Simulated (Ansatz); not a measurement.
`N[CH2][Zn][F]` + `[AlH2][SH]` → `NC[S][AlH2]` + `[F][ZnH]`  (substitution at a C–Zn bond)

Isolated molecules relaxed with PBE0-D4/def2-TZVP in Ansatz; ΔE leaves out vibrations. CCSD(T)/CBS is the MP2 limit (def2-TZVPP, def2-QZVPP) plus CCSD(T) − MP2 in def2-TZVPP, frozen cores. This one scheme is used for every species. DFT in def2-TZVPP. B3LYP here is the variant with VWN-RPA as its local correlation; programs differ in this. For Zn outer-core shells are correlated without core-valence functions, which leaves a few kJ/mol of doubt a bond. Scalar relativity is left out up to krypton. Each species was taken in one conformer, which may not be the lowest.

```tsv
level	ΔE (kcal/mol)	difference from CCSD(T)/CBS
PBE-D4	4.2	-1.1
r2SCAN-D4	4.5	-0.8
PBE0-D4	4.1	-1.2
B3LYP-D4	4.4	-0.9
ωB97X-V	4.4	-0.9
ωB97M-V	4.5	-0.8
B2PLYP	5.6	0.3
PBE	5.2	-0.1
r2SCAN	4.8	-0.5
PBE0	5.0	-0.3
B3LYP	5.9	0.6
HF/def2-TZVPP	4.0	-1.3
MP2/def2-TZVPP	5.7	0.4
SCS-MP2/def2-TZVPP	5.4	0.1
CCSD/def2-TZVPP	5.5	0.2
CCSD(T)/def2-TZVPP	5.2	-0.1
HF/def2-QZVPP	4.1	-1.2
MP2/def2-QZVPP	5.8	0.5
SCS-MP2/def2-QZVPP	5.5	0.2
HF/CBS(def2)	4.1	-1.2
MP2/CBS(def2)	5.9	0.6
CCSD/CBS(def2)	5.7	0.4
CCSD(T)/CBS	5.3	0
```

Largest T1 diagnostic among the species: 0.018.

The D4 term adds −1.6 kcal/mol with B3LYP and −0.9 kcal/mol with PBE0; it sums over pairs of atoms, weighted by their polarisabilities, and B3LYP, whose exchange is more repulsive, gets the larger term. In def2-TZVPP, CCSD(T) changes the Hartree–Fock value by +1.2 kcal/mol (the triples alone add −0.4 kcal/mol) and MP2 by +1.7 kcal/mol.
